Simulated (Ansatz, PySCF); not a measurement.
C2H7BrGeO2 (SMILES C[O][GeH]([Br])[O]C), singlet, at a GFN2-xTB geometry, atoms displaced at random by about 0.08 Å a coordinate. Base run: PBE/STO-3G, gradient (PySCF).

Here is a job for PySCF.
```python
from pyscf import gto, scf, dft

mol = gto.Mole()
mol.atom = '''
    Ge    0.24273244   -0.58537619    0.28358744
    Br   -0.25686106    1.64290343    0.19985669
    O     1.45593348   -1.05943879   -0.76154857
    C     2.64906127   -0.69918317   -0.55154692
    O    -1.13985588   -1.41606873   -0.49743299
    C    -2.43858854   -1.07871326   -0.49244592
    H     0.29317487   -0.97770329    1.76272820
    H     3.24824827   -1.28281026   -1.45724423
    H     2.87113744    0.25760236   -0.74822628
    H     3.27683650   -1.03212000    0.21814589
    H    -3.12135256   -1.52963298    0.59707540
    H    -2.83819589   -0.11103977   -0.35812641
    H    -3.08634290   -1.60276365   -1.12449112
'''
mol.basis = 'sto-3g'
mol.verbose = 3
mol.build()

mf = dft.RKS(mol)
mf.xc = 'pbe'
mf.kernel()
g = mf.nuc_grad_method()
grad = g.kernel()
```

Programs used: Ansatz (a quantum-chemistry and plane-wave program), PySCF; a row that names a program was run with it.

The coordinate followed is y of atom 4.

Each row names what was changed in the base input (with any setting that the change needs).

```
change                                                  dE/dx (Eh/bohr)  net force (Eh/bohr)
------------------------------------------------------  ---------------  -------------------
base                                                           0.073029             0.000227
finite difference step (bohr) = 1e-3; conv_tol = 1e-11         0.073019                    -
code = ansatz                                                  0.073028             0.000000
grids.level = 5; grid_response = on                            0.073027             0.000000
conv_tol = 1e-4                                                0.073030             0.000227
density fitting = on                                           0.073018             0.000227
finite difference step (bohr) = 1e-5; conv_tol = 1e-11         0.073018                    -
grids.level = 0; grid_response = on                            0.073876             0.000000
grids.level = 1; grid_response = off                           0.073026             0.001167
conv_tol = 1e-6                                                0.073027             0.000227
finite difference step (bohr) = 1e-4; conv_tol = 1e-11         0.073019                    -
grids.level = 1; grid_response = on                            0.073056             0.000000
```

The net force is zero for an exact gradient.
